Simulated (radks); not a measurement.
Values are calculated unless marked as measured or tabulated.
Ba14+, configuration [Kr] 4d6. Level of theory: Dirac Kohn-Sham, BLYP, spin-unpolarised, spherical densities, finite nucleus; open shells fill j = l - 1/2 first; Fermi nuclear charge, rms radius 4.8378 fm (a radial shooting solver on a logarithmic mesh with Libxc functionals).

Spin-orbit splittings of the eigenvalues, e(l+1/2) - e(l-1/2), with zeta = 2 splitting/(2l+1) and mean radii in bohr:

| shell | occ. | splitting (eV) | zeta (eV) | <r> j=l-1/2 | <r> j=l+1/2 |
|---|---|---|---|---|---|
| 2p | 6 | 382.1 | 254.7 | 0.09189 | 0.09789 |
| 3p | 6 | 74.32 | 49.55 | 0.2807 | 0.2925 |
| 3d | 10 | 15.91 | 6.363 | 0.2631 | 0.2668 |
| 4p | 6 | 17.17 | 11.44 | 0.6668 | 0.6893 |
| 4d | 6 | ? | ? | 0.7232 | 0.7302 |

Estimate the 4d splitting.

Answer. 3.220 eV (zeta = 1.288 eV).
